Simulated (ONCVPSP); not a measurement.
**Reading a pseudo-wave (copper)**

Columns: radius, all-electron u(r) and pseudo u(r) of the 3d shell (level -6.18 eV) of copper in the configuration [Ne] 3s2 3p6 3d10 4s0.5 4p0.5; PBE, scalar-relativistic, ONCV scheme, ONCVPSP 4.0.1.

| r (bohr) | all-electron | pseudo |
| --- | --- | --- |
| 0.062 | 0.0341 | 0.0055 |
| 0.125 | 0.1652 | 0.0427 |
| 0.188 | 0.3492 | 0.1327 |
| 0.250 | 0.5320 | 0.2764 |
| 0.312 | 0.6886 | 0.4603 |
| 0.375 | 0.8108 | 0.6603 |
| 0.438 | 0.8957 | 0.8416 |
| 0.500 | 0.9462 | 0.9764 |
| 0.562 | 0.9700 | 1.0555 |
| 0.625 | 0.9729 | 1.0792 |
| 0.688 | 0.9604 | 1.0580 |
| 0.750 | 0.9377 | 1.0100 |
| 0.812 | 0.9081 | 0.9517 |
| 0.875 | 0.8738 | 0.8939 |
| 0.938 | 0.8371 | 0.8434 |
| 1.000 | 0.8001 | 0.8011 |
| 1.062 | 0.7631 | 0.7630 |
| 1.125 | 0.7261 | 0.7260 |
| 1.188 | 0.6902 | 0.6901 |
| 1.250 | 0.6561 | 0.6560 |
| 1.312 | 0.6235 | 0.6234 |
| 1.375 | 0.5919 | 0.5918 |
| 1.438 | 0.5619 | 0.5618 |
| 1.500 | 0.5338 | 0.5337 |
| 1.562 | 0.5072 | 0.5072 |
| 1.625 | 0.4817 | 0.4816 |

Task: How many radial nodes do the two functions have?

Result: The all-electron 3d function has n − l − 1 = 0; the pseudo-wave has 0.

Task: At about which radius was the pseudo-wave matched?

Result: 1.10 bohr, where the columns begin to agree (steps of 0.06 bohr).

Task: Is the pseudo-wave norm-conserving?

Result: Yes: the ONCV scheme keeps the norm inside the radius equal to the all-electron one, which fixes the energy derivative of the logarithmic derivative at the level.
